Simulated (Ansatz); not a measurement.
The cluster Ag₃Ge₂⁻. Charge -1, multiplicity 1. Geometry r2SCAN-D4/def2-SVPD.

Cartesian coordinates in Å:
```
Ag 0.6799 -0.7209 -0.5328
Ag 2.2457 -0.3163 1.7409
Ag -0.0724 0.9843 1.5444
Ge -1.5414 0.6470 -0.4274
Ge -1.3119 -0.5941 -2.3250
```

In the def2 sets Ag takes a core potential; there is no spin–orbit coupling. The restricted singlet is unstable towards broken spin symmetry in Hartree–Fock (as tested in another run); at r2SCAN-D4/def2-TZVPD, B97M-V/def2-TZVPD, PBE0-D4/def2-TZVPD, BHLYP-D4/def2-TZVPD this wasn't settled. No other spin state of charge -1 was run. The structure comes from a short search, and lower isomers may exist.

Question: Estimate the orbital energies around the gap (eV) in Ansatz with PBE-D4/def2-TZVPD, r2SCAN-D4/def2-TZVPD, B97M-V/def2-TZVPD, PBE0-D4/def2-TZVPD, BHLYP-D4/def2-TZVPD.

Answer: 
```csv
orbital,PBE-D4/def2-TZVPD,r2SCAN-D4/def2-TZVPD,B97M-V/def2-TZVPD,PBE0-D4/def2-TZVPD,BHLYP-D4/def2-TZVPD
HOMO−5,-3.19,-3.47,-3.55,-4.89,-6.50
HOMO−4,-3.07,-3.33,-3.41,-4.63,-6.02
HOMO−3,-2.54,-2.67,-2.55,-3.30,-3.87
HOMO−2,-1.02,-1.12,-1.10,-1.59,-2.12
HOMO−1,-0.75,-0.85,-0.80,-1.30,-1.72
HOMO,-0.47,-0.59,-0.54,-1.06,-1.52
LUMO,0.45,0.54,0.42,1.09,1.74
LUMO+1,1.39,1.49,1.38,1.94,2.56
LUMO+2,1.70,1.84,1.62,2.34,2.94
LUMO+3,1.75,1.88,1.71,2.37,2.97
LUMO+4,2.39,2.54,2.30,2.98,3.60
LUMO+5,2.81,3.05,2.79,3.40,3.99
```
